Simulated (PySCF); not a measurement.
## How methods differ on the excitation energy of Cu²⁺

Cu²⁺ [Ar] 3d9 (2D) → Cu²⁺ [Ar] 3d8 4s1 (4F), as a difference of total energies. All numbers are calculated (PySCF 2.14, a scalar-relativistic core potential, in aug-cc-pwCVDZ-PP with ECP10MDF (6s6p5d3f, 70 functions)). Correlated levels: valence: 3s2 3p6 frozen; valence and next inner shell: nothing frozen outside the core potential. The calculations carry no spin-orbit coupling.

| method | excitation energy (cm⁻¹) |
| --- | --- |
| UHF | 46803 |
| LDA | 62467 |
| PBE | 58346 |
| PBE0 | 57602 |
| r2SCAN | 51746 |
| M06-L | 59261 |
| LC-wPBE | 61241 |
| B2PLYP | 57973 |
| MN15 | 89697 |
| MP2 (valence) | 62820 |
| SCS-MP2 (valence) | 62418 |
| MP2 (valence and next inner shell) | 64950 |
| SCS-MP2 (valence and next inner shell) | 63613 |
